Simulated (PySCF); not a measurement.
Te(SiH3)2 (H6Si2Te), SMILES [SiH3][Te][SiH3].

Geometry optimised at B3LYP-D3(BJ)/def2-SVP. The def2 effective core potentials stand for the cores of Te; spin–orbit coupling is left out.

All values below come from PBE/def2-TZVPD (PySCF).

Symmetry labels are those of the subgroup C2v that the program uses (full group C2v).

Computed valence orbital energies around the gap with their symmetry:
| orbital | symmetry | energy (eV) |
|---|---|---|
| HOMO−7 | A1 | -12.75 |
| HOMO−6 | A1 | -9.05 |
| HOMO−5 | B2 | -8.95 |
| HOMO−4 | B1 | -8.82 |
| HOMO−3 | A2 | -8.61 |
| HOMO−2 | B1 | -7.62 |
| HOMO−1 | A1 | -7.25 |
| HOMO | B2 | -5.53 |
| LUMO | B1 | -1.67 |
| LUMO+1 | A1 | -1.47 |
| LUMO+2 | A1 | -0.85 |
| LUMO+3 | A1 | -0.48 |
